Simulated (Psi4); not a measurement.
Input for Psi4: SAPT0/jun-cc-pV(D+d)Z on CH5F (a complex).

```
memory 2025 MB

molecule dimer {
0 1
C    -0.44483365   -0.67094045   -0.35147418
F    -0.20248953    0.62266990    0.09831044
H     0.10371682   -0.82652412   -1.28111512
H    -0.10544192   -1.37532102    0.40875581
H    -1.51571776   -0.78801950   -0.52142529
--
0 1
H     0.21867402    0.27827770    2.58431032
H     0.30903053   -0.04794643    3.24780149
units angstrom
symmetry c1
no_reorient
no_com
}

set {
  basis jun-cc-pV(D+d)Z
  scf_type df
  freeze_core true
}

energy('sapt0')
```

Program output:

```
[...]
==> Input File <==

--------------------------------------------------------------------------
memory 2025 MB

molecule dimer {
0 1
C    -0.44483365   -0.67094045   -0.35147418
F    -0.20248953    0.62266990    0.09831044
H     0.10371682   -0.82652412   -1.28111512
H    -0.10544192   -1.37532102    0.40875581
H    -1.51571776   -0.78801950   -0.52142529
--
0 1
H     0.21867402    0.27827770    2.58431032
H     0.30903053   -0.04794643    3.24780149
units angstrom
symmetry c1
no_reorient
no_com
}

set {
  basis jun-cc-pV(D+d)Z
  scf_type df
  freeze_core true
}

energy('sapt0')
--------------------------------------------------------------------------


   => Loading Basis Set <=

    Name: JUN-CC-PV(D+D)Z
    Role: ORBITAL
    Keyword: BASIS
    atoms 1   entry C          line   188 file jun-cc-pv_dpd_z.gbs
    atoms 2   entry F          line   290 file jun-cc-pv_dpd_z.gbs
    atoms 3-7 entry H          line    60 file jun-cc-pv_dpd_z.gbs

   => Loading Basis Set <=

    Name: JUN-CC-PV(D+D)Z
    Role: ORBITAL
    Keyword: BASIS
    atoms 1   entry C          line   188 file jun-cc-pv_dpd_z.gbs
    atoms 2   entry F          line   290 file jun-cc-pv_dpd_z.gbs
    atoms 3-7 entry H          line    60 file jun-cc-pv_dpd_z.gbs


  //>>>>>>>>>>>>>>>>>>>>>>>>>>>>>>>>>>>//
  //              Dimer HF             //
  //<<<<<<<<<<<<<<<<<<<<<<<<<<<<<<<<<<<//

   => Libint2 <=

    Primary   basis highest AM E, G, H:  7, 6, 3
    Auxiliary basis highest AM E, G, H:  7, 7, 4
    Onebody   basis highest AM E, G, H:  -, -, -
    Solid Harmonics ordering:            Gaussian


   => Loading Basis Set <=

    Name: JUN-CC-PV(D+D)Z
    Role: ORBITAL
    Keyword: BASIS
    atoms 1   entry C          line   188 file jun-cc-pv_dpd_z.gbs
    atoms 2   entry F          line   290 file jun-cc-pv_dpd_z.gbs
    atoms 3-7 entry H          line    60 file jun-cc-pv_dpd_z.gbs


         ---------------------------------------------------------
                                   SCF
               by Justin Turney, Rob Parrish, Andy Simmonett
                          and Daniel G. A. Smith
                              RHF Reference
                        1 Threads,   1931 MiB Core
         ---------------------------------------------------------

  ==> Geometry <==

    Molecular point group: c1
    Full point group: C1

    Geometry (in Angstrom), charge = 0, multiplicity = 1:

       Center              X                  Y                   Z               Mass
    ------------   -----------------  -----------------  -----------------  -----------------
         C           -0.444833650000    -0.670940450000    -0.351474180000    12.000000000000
         F           -0.202489530000     0.622669900000     0.098310440000    18.998403162730
         H            0.103716820000    -0.826524120000    -1.281115120000     1.007825032230
         H           -0.105441920000    -1.375321020000     0.408755810000     1.007825032230
         H           -1.515717760000    -0.788019500000    -0.521425290000     1.007825032230
         H            0.218674020000     0.278277700000     2.584310320000     1.007825032230
         H            0.309030530000    -0.047946430000     3.247801490000     1.007825032230

  Running in c1 symmetry.

  Rotational constants: A =      0.97976  B =      0.55707  C =      0.44142 [cm^-1]
  Rotational constants: A =  29372.42747  B =  16700.58692  C =  13233.29451 [MHz]
  Nuclear repulsion =   43.998353650831930

  Charge       = 0
  Multiplicity = 1
  Electrons    = 20
  Nalpha       = 10
  Nbeta        = 10

  ==> Algorithm <==

  SCF Algorithm Type is DF.
  DIIS enabled.
  MOM disabled.
  Fractional occupation disabled.
  Guess Type is SAD.
  Energy threshold   = 1.00e-08
  Density threshold  = 1.00e-08
  Integral threshold = 1.00e-12

  ==> Primary Basis <==

  Basis Set: JUN-CC-PV(D+D)Z
    Blend: JUN-CC-PV(D+D)Z
    Number of shells: 31
    Number of basis functions: 61
    Number of Cartesian functions: 63
    Spherical Harmonics?: true
    Max angular momentum: 2

   => Loading Basis Set <=

    Name: (JUN-CC-PV(D+D)Z AUX)
    Role: JKFIT
    Keyword: DF_BASIS_SCF
    atoms 1   entry C          line   146 file jun-cc-pvdz-jkfit.gbs
    atoms 2   entry F          line   314 file jun-cc-pvdz-jkfit.gbs
    atoms 3-7 entry H          line    70 file jun-cc-pvdz-jkfit.gbs

  ==> Integral Setup <==

  DFHelper Memory: AOs need 0.009 GiB; user supplied 1.414 GiB.
  SCF_SUBTYPE=INCORE selected. In-core MEM_DF algorithm will be used.
  Using in-core AOs.

  ==> MemDFJK: Density-Fitted J/K Matrices <==

    J tasked:                   Yes
    K tasked:                   Yes
    wK tasked:                   No
    OpenMP threads:               1
    Algorithm:                 Core
    Schwarz Cutoff:           1E-12
    Mask sparsity (%):       0.0000
    Fitting Condition:        1E-10

   => Auxiliary Basis Set <=

  Basis Set: (JUN-CC-PV(D+D)Z AUX)
    Blend: JUN-CC-PVDZ-JKFIT
    Number of shells:
[...]
    2.641944    43A      2.647960
      44A      2.869273    45A      2.906499    46A      2.909308
      47A      3.583700    48A      4.005676    49A      4.190598
      50A      5.027551    51A      5.028260    52A      5.772187
      53A      5.776397    54A      6.007573    55A      6.008469
      56A      6.515538    57A      7.166229    58A      7.181335
      59A      7.475058    60A     18.425657    61A     42.887062

    Final Occupation by Irrep:
              A
    DOCC [     1 ]
    NA   [     1 ]
    NB   [     1 ]

  @DF-RHF Final Energy:    -1.12878531870071

   => Energetics <=

    Nuclear Repulsion Energy =              0.7104445076029435
    One-Electron Energy =                  -2.4962318558409748
    Two-Electron Energy =                   0.6570020295373202
    Total Energy =                         -1.1287853187007111

Computation Completed


Properties will be evaluated at   0.000000,   0.000000,   0.000000 [a0]

Properties computed using the SCF density matrix


 Multipole Moments:

 ------------------------------------------------------------------------------------
     Multipole            Electronic (a.u.)      Nuclear  (a.u.)        Total (a.u.)
 ------------------------------------------------------------------------------------

 L = 1.  Multiply by 2.5417464519 to convert [e a0] to [Debye]
 Dipole X            :         -0.9960481            0.9972171            0.0011690
 Dipole Y            :         -0.4316095            0.4352630            0.0036535
 Dipole Z            :        -11.0189062           11.0210941            0.0021879
 Magnitude           :                                                    0.0044160

 ------------------------------------------------------------------------------------

  Constructing Basis Sets for SAPT...

   => Loading Basis Set <=

    Name: (JUN-CC-PV(D+D)Z AUX)
    Role: RIFIT
    Keyword: DF_BASIS_SAPT
    atoms 1   entry C          line   100 file jun-cc-pvdz-ri.gbs
    atoms 2   entry F          line   232 file jun-cc-pvdz-ri.gbs
    atoms 3-7 entry H          line    30 file jun-cc-pvdz-ri.gbs

   => Loading Basis Set <=

    Name: (JUN-CC-PV(D+D)Z AUX)
    Role: JKFIT
    Keyword: DF_BASIS_ELST
    atoms 1   entry C          line   146 file jun-cc-pvdz-jkfit.gbs
    atoms 2   entry F          line   314 file jun-cc-pvdz-jkfit.gbs
    atoms 3-7 entry H          line    70 file jun-cc-pvdz-jkfit.gbs


  //>>>>>>>>>>>>>>>>>>>>>>>>>>>>>>>>>>>//
  //               SAPT0               //
  //<<<<<<<<<<<<<<<<<<<<<<<<<<<<<<<<<<<//



        SAPT0
    Ed Hohenstein
     6 June 2009

      Orbital Information
  --------------------------
    NSO        =        61
    NMO        =        61
    NRI        =       200
    NRI (Elst) =       273
    NOCC A     =         9
    NOCC B     =         1
    FOCC A     =         2
    FOCC B     =         0
    NVIR A     =        52
    NVIR B     =        60

    Elst10,r            =    -0.001270251331 [Eh]
    Exch10              =     0.001616040122 [Eh]
    Exch10 (S^2)        =     0.001613582520 [Eh]

    Maxiter = 50
    CPHF R converge = 1.000000E-08

    Iter     Energy [mEh]          dE [mEh]         Residual      Time [s]
       1      -0.03839023       0.038390228     1.003336e-03             0
       2      -0.04796828       0.009578053     2.335814e-04             0
       3      -0.04775349      -0.000214792     1.032888e-04             0
       4      -0.04757333      -0.000180154     1.924583e-05             0
       5      -0.04758894       0.000015608     5.279171e-06             0
       6      -0.04759484       0.000005900     1.317128e-06             0
       7      -0.04759425      -0.000000590     3.666987e-07             0
       8      -0.04759389      -0.000000366     5.274286e-08             0
       9      -0.04759394       0.000000052     7.547802e-09             0

    CHF Iterations converged

    Maxiter = 50
    CPHF R converge = 1.000000E-08

    Iter     Energy [mEh]          dE [mEh]         Residual      Time [s]
       1      -0.34580920       0.345809205     2.141856e-03             0
       2      -0.40516507       0.059355863     2.039199e-04             0
       3      -0.40363038      -0.001534686     1.746534e-05             0
       4      -0.40369986       0.000069475     1.837766e-06             0
       5      -0.40369510      -0.000004761     1.678854e-07             0
       6      -0.40369537       0.000000272     1.459197e-08             0
       7      -0.40369535      -0.000000015     1.627075e-09             0

    CHF Iterations converged

    Ind20,r (A<-B)      =    -0.000047593939 [Eh]
    Ind20,r (B<-A)      =    -0.000403695353 [Eh]
    Ind20,r             =    -0.000451289291 [Eh]
    Exch-Ind20,r (A<-B) =     0.000012856750 [Eh]
    Exch-Ind20,r (B<-A) =     0.000310722602 [Eh]
    Exch-Ind20,r        =     0.000323579352 [Eh]
    Disp20              =    -0.000649194906 [Eh]
    Disp20 (SS)         =    -0.000324597453 [Eh]
    Disp20 (OS)         =    -0.000324597453 [Eh]
    Exch-Disp20         =     0.000074417970 [Eh]
    Exch-Disp20 (SS)    =     0.000035769280 [Eh]
    Exch-Disp20 (OS)    =     0.000038648690 [Eh]

    SAPT Results
  --------------------------------------------------------------------------------------------------------
    Electrostatics                 -1.27025133 [mEh]      -0.79709474 [kcal/mol]      -3.33504441 [kJ/mol]
      Elst10,r                     -1.27025133 [mEh]      -0.79709474 [kcal/mol]      -3.33504441 [kJ/mol]

    Exchange                        1.61604012 [mEh]       1.01408049 [kcal/mol]       4.24291276 [kJ/mol]
      Exch10                        1.61604012 [mEh]       1.01408049 [kcal/mol]       4.24291276 [kJ/mol]
      Exch10(S^2)                   1.61358252 [mEh]       1.01253832 [kcal/mol]       4.23646032 [kJ/mol]

    Induction                      -0.25162104 [mEh]      -0.15789459 [kcal/mol]      -0.66063095 [kJ/mol]
      Ind20,r                      -0.45128929 [mEh]      -0.28318831 [kcal/mol]      -1.18485987 [kJ/mol]
      Exch-Ind20,r                  0.32357935 [mEh]       0.20304911 [kcal/mol]       0.84955747 [kJ/mol]
      delta HF,r (2)               -0.12391110 [mEh]      -0.07775539 [kcal/mol]      -0.32532855 [kJ/mol]

    Dispersion                     -0.57477694 [mEh]      -0.36067797 [kcal/mol]      -1.50907664 [kJ/mol]
      Disp20                       -0.64919491 [mEh]      -0.40737595 [kcal/mol]      -1.70446099 [kJ/mol]
      Exch-Disp20                   0.07441797 [mEh]       0.04669798 [kcal/mol]       0.19538435 [kJ/mol]
      Disp20 (SS)                  -0.32459745 [mEh]      -0.20368798 [kcal/mol]      -0.85223050 [kJ/mol]
      Disp20 (OS)                  -0.32459745 [mEh]      -0.20368798 [kcal/mol]      -0.85223050 [kJ/mol]
      Exch-Disp20 (SS)              0.03576928 [mEh]       0.02244556 [kcal/mol]       0.09391223 [kJ/mol]
      Exch-Disp20 (OS)              0.03864869 [mEh]       0.02425242 [kcal/mol]       0.10147212 [kJ/mol]

  Total HF                          0.09416775 [mEh]       0.05909116 [kcal/mol]       0.24723739 [kJ/mol]
  Total SAPT0                      -0.48060919 [mEh]      -0.30158682 [kcal/mol]      -1.26183924 [kJ/mol]

  Special recipe for scaled SAPT0 (see Manual):
    Electrostatics sSAPT0          -1.27025133 [mEh]      -0.79709474 [kcal/mol]      -3.33504441 [kJ/mol]
    Exchange sSAPT0                 1.61604012 [mEh]       1.01408049 [kcal/mol]       4.24291276 [kJ/mol]
    Induction sSAPT0               -0.25014028 [mEh]      -0.15696540 [kcal/mol]      -0.65674323 [kJ/mol]
    Dispersion sSAPT0              -0.57443639 [mEh]      -0.36046427 [kcal/mol]      -1.50818252 [kJ/mol]
  Total sSAPT0                     -0.47878788 [mEh]      -0.30044393 [kcal/mol]      -1.25705740 [kJ/mol]
  --------------------------------------------------------------------------------------------------------



*** Psi4 exiting successfully. Buy a developer a beer!
```

The run finished.

Cost: very roughly 2.0 core-seconds.
